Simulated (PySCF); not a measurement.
A structure optimised at B3LYP-D3(BJ)/def2-SVP, used in a PySCF frequency run:

```
Si
H 1 1.4958
C 1 1.9007 2 115.93
C 3 1.3576 1 105.31 2 118.90
H 3 1.0984 4 123.46 1 -177.99
H 4 1.0985 3 123.24 5 -0.43
Si 4 1.8959 6 131.70 3 -179.68
H 7 1.4936 4 115.04 6 65.62
H 7 1.4943 8 108.00 4 131.14
Si 1 2.3476 2 109.89 3 -133.12
H 10 1.4951 1 108.59 2 177.21
H 10 1.4962 11 108.29 1 121.56
Si 10 2.3522 11 109.43 12 119.54
H 13 1.4931 10 111.78 11 -60.02
H 13 1.4935 14 108.74 10 121.31
H 13 1.4936 14 108.77 15 117.85
```
Charge 0, spin multiplicity 1.

Q: Write its SMILES and formula.

A: [SiH3][SiH2][Si@@H]1C=C[SiH2]1, C2H10Si4

Q: What are its rotational constants (standard atomic weights)?

A: 2.8753, 0.73214, 0.64077 GHz
